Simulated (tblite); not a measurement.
Compound: C8H9O (doublet state).
Numbering: `[CH:1]1=[CH:2][CH2:3][C:4]2[CH2:5][CH2:6][O:7][C:8]2=[CH:9]1` (hydrogens: H10 on C1; H11 on C2; H12, H13 on C3; H14, H15 on C5; H16, H17 on C6; H18 on C9)

Computed geometry: GFN2-xTB, gas phase. This method treats the open shell by occupation alone, without spin polarisation.

Question: What internal coordinates does the optimisation give?

Answer: 
```csv
bond,length (Å),order
C1=C2,1.356,double
C2–C3,1.494,single
C3–C4,1.481,single
C4–C5,1.497,single
C5–C6,1.542,single
C6–O7,1.428,single
O7–C8,1.364,single
C8=C9,1.397,double
C1–C9,1.407,single
C4–C8,1.367,single
C1–H10,1.081,single
C2–H11,1.079,single
"C3–H12, C3–H13",1.103,single
"C5–H14, C5–H15",1.094,single
"C6–H16, C6–H17",1.095,single
C9–H18,1.075,single
```

Bonds in one row agree within 0.01 Å and their mean is given. Orders are formal, as drawn. A selection of angles:
```csv
angle,degrees
C2–C1–C9,122.7
C2–C1–H10,119.2
C9–C1–H10,118.0
C1–C2–C3,123.1
C1–C2–H11,120.5
C3–C2–H11,116.4
C2–C3–C4,111.2
C2–C3–H12,109.8
C4–C3–H12,110.4
H12–C3–H13,104.9
C3–C4–C5,127.7
C3–C4–C8,123.1
C5–C4–C8,109.2
C4–C5–C6,101.4
C4–C5–H14,112.1
C6–C5–H14,112.0
H14–C5–H15,107.5
C5–C6–O7,107.9
C5–C6–H16,112.3
O7–C6–H16,107.9
H16–C6–H17,108.5
C6–O7–C8,108.2
O7–C8–C9,124.0
C4–C8–O7,113.2
C4–C8–C9,122.8
C8–C9–H18,121.1
C1–C9–C8,117.1
C1–C9–H18,121.9
```

Torsions: C9–C1–C2–C3 0° (synperiplanar); C1–C2–C3–C4 0° (synperiplanar); C2–C3–C4–C5 180° (antiperiplanar); C3–C4–C5–C6 180° (antiperiplanar); C4–C5–C6–O7 0° (synperiplanar); C5–C6–O7–C8 0° (synperiplanar); C6–O7–C8–C9 180° (antiperiplanar); O7–C8–C9–C1 180° (antiperiplanar); C2–C1–C9–C8 0° (synperiplanar); C3–C4–C8–O7 180° (antiperiplanar).

C8 (carbon bonded to 2 C and O) is planar (angles 124.0°, 122.8° and 113.2°, sum 360.0°, 0.00 Å off the plane of its three neighbours). The 9 heavy atoms lie in one plane (0.002 Å rms). The 2 C–O bonds span 1.364 Å (O7–C8, drawn single in a drawing that doesn't fit all lengths) to 1.428 Å (C6–O7, drawn single in a drawing that doesn't fit all lengths), a spread of 0.064 Å. C1 (carbon bonded to 2 C and H) is planar (angles 122.7°, 119.2° and 118.0°, sum 360.0°, 0.00 Å off the plane of its three neighbours). C2 (carbon bonded to 2 C and H) is planar (angles 123.1°, 120.5° and 116.4°, sum 360.0°, 0.00 Å off the plane of its three neighbours). The 6-membered ring C1–C2–C3–C4–C8–C9 has internal angles of 111.2° to 123.1° (sum 720°, against 720° for a flat polygon); it is planar, 0.00 Å rms from its mean plane, widest ring torsion 0°. C4 (carbon bonded to 3 C) is planar (angles 127.7°, 123.1° and 109.2°, sum 360.0°, 0.00 Å off the plane of its three neighbours).

Point group: Cs (tolerance 0.08 Å). Its GFN2-xTB frequencies are all real (lowest 86 cm⁻¹).
